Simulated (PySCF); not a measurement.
Bi(F)(Me)2 (C2H6BiF), SMILES [CH3][Bi]([F])[CH3].

Geometry: B3LYP-D3(BJ)/def2-SVP. The structure was generated by enumeration; whether it is a known compound was not checked. The def2 effective core potentials stand for the cores of Bi; spin–orbit coupling is left out.

All values below come from TDA-PBE/def2-SVPD in PySCF.

Vertical excitations. Isolated molecule, no solvent. State labels are in the subgroup Cs.

Computed excitation energies, oscillator strengths and character:
```
state  symmetry  energy (eV)  λ (nm)      f                                                                main pairs
-----  --------  -----------  ------  -----  ------------------------------------------------------------------------
S1           A'         4.43     280  0.018                                                            HOMO→LUMO 98 %
S2           A"         4.92     252  0.000                                                          HOMO−1→LUMO 99 %
S3           A"         5.71     217  0.100                                      HOMO→LUMO+1 81 %, HOMO−1→LUMO+2 13 %
S4           A'         5.91     210  0.063                                      HOMO→LUMO+2 66 %, HOMO−1→LUMO+1 33 %
S5           A'         6.24     199  0.004                                        HOMO→LUMO+3 74 %, HOMO−2→LUMO 13 %
S6           A'         6.30     197  0.003                                        HOMO−2→LUMO 82 %, HOMO→LUMO+3 17 %
S7           A"         6.39     194  0.001                                                          HOMO−3→LUMO 96 %
S8           A'         6.72     184  0.368  HOMO−1→LUMO+1 43 %, HOMO→LUMO+2 22 %, HOMO→LUMO+3 8 %, HOMO−3→LUMO+1 7 %
S9           A"         6.85     181  0.098                                    HOMO−1→LUMO+2 43 %, HOMO−1→LUMO+3 38 %
S10          A"         6.96     178  0.188                                    HOMO−1→LUMO+3 61 %, HOMO−1→LUMO+2 23 %
T1           A'         3.82     325      0                                                           HOMO→LUMO 100 %
T2           A"         4.61     269      0                                                          HOMO−1→LUMO 98 %
T3           A"         4.81     258      0                                                          HOMO→LUMO+1 95 %
T4           A'         5.22     237      0                                      HOMO→LUMO+2 68 %, HOMO−1→LUMO+1 29 %
```
Triplets are in the Tamm–Dancoff approximation.
